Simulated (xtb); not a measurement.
Te(Br)(OH) (BrHOTe), SMILES O[Te]Br. All values are semi-empirical tight-binding results from xtb (GFN2-xTB unless named), good for trends rather than for accurate numbers. Geometry: GFN2-xTB. Other conformers were not sampled.

Optimised geometry:

Bond lengths (Å): Te1–Br2 2.468, Te1–O3 1.967, O3–H4 0.959. Bond angles (°): Br2–Te1–O3 96.2, Te1–O3–H4 113.1.

```
Item                                               Value
----------------------------------------  --------------
orbital gap                                      3.21 eV
zero-point energy                           8.3 kcal/mol
G − E(el) at 298.15 K (modified RRHO)     -10.8 kcal/mol
static polarisability (D4 model)              66.9 bohr³
solvation energy, GFN2-xTB/ALPB(water)     -5.5 kcal/mol
solvation energy, GFN2-xTB/ALPB(benzene)   -4.8 kcal/mol
```

Computed atomic charges and the Wiberg bond orders between heavy atoms:
charges (e) Te1 0.20, Br2 -0.07, O3 -0.44, H4 0.31. Bond orders Te1–Br2 1.26, Te1–O3 1.22.
